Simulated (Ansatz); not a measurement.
A search over several starts for the lowest SCF solution of (CuF)2 ring (Cu₂F₂) at the given spin, in a small basis.

```yaml
crystal:
  periodic: [false, false, false]
  atoms:
    - {symbol: Cu, position_ang: [-0.013375, -1.111670, 0.410714]}
    - {symbol: F, position_ang: [-1.165715, 0.371794, 0.968411]}
    - {symbol: Cu, position_ang: [0.013376, 1.111659, -0.410712]}
    - {symbol: F, position_ang: [1.165714, -0.371784, -0.968413]}
basis:
  gaussian: {orbitals: def2-SVP, initial_orbitals: start.molden}
hamiltonian: {xc: pbe0, dispersion: d4}
output: {orbitals: {seedname: orbitals}}
```

The file start.molden holds the orbitals of an earlier run on this structure, at another level or in another basis.

```sh
$ ansatz run in.yaml --threads 4 --pin off --events-out ev --progress --plain --max-ram 3916MiB
```

Output, abridged:

```
Functional definition: PBE0
956 factors; integrals over basis functions are off by at most 9.6e-4 eV
mean field evaluation 1: about -94680.8924 eV, gradient 6.0e-1 eV
mean field evaluation 2: about -94681.0522 eV, gradient 6.9e-4 eV
mean field evaluation 4: about -94681.0522 eV, gradient 9.5e-6 eV
mean field evaluation 8: about -94680.7065 eV, gradient 9.9e0 eV
mean field evaluation 16: about -94681.0522 eV, gradient 8.0e-3 eV
mean field -94681.05222804 eV, -3479.4644922581 hartree, gradient 9.4e-6 eV, S^2 0.000000; 1 other end points of the search recorded, 0 dependent functions left out
reference -94681.05227746 eV, -3479.4644940746 hartree; 38, 38 occupied and 52, 52 virtual orbitals, 956 factors
Total energy: -94681.12360834 eV, -3479.4671154358 hartree
```

Run time 1.3 s (4 threads of Arm Neoverse V2 on a shared host).
